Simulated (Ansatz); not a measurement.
CH₂ClF₃Si (`FC(F)(F)[SiH2]Cl`) at its PBE0-D4/def2-TZVP geometry, where that method's forces vanish. The species carries charge 0 and has multiplicity 1.

```xyz
8

F     0.7967    0.6503   -1.6168
C    -0.0283    0.7880   -0.5690
F    -1.2556    1.0488   -1.0615
F     0.3654    1.8769    0.1073
Si   -0.0944   -0.7916    0.5404
Cl    1.7791   -1.1448    1.2552
H    -1.0239   -0.5128    1.6538
H    -0.5390   -1.9148   -0.3095
```

(1) What forces (eV/Å) does B3LYP-D4/def2-TZVPP give on these atoms in Ansatz 0.2.0? (Best estimate.)

Results:

(1) The calculation gave: 
```
F1   0.287 -0.055 -0.360
C2  -0.013 -0.344  0.247
F3  -0.422  0.092 -0.172
F4   0.137  0.370  0.237
Si5 -0.269 -0.084 -0.006
Cl6  0.204 -0.039  0.078
H7   0.055 -0.021 -0.082
H8   0.021  0.081  0.058
```

B3LYP here is the variant with VWN-RPA as its local correlation; programs differ in this.
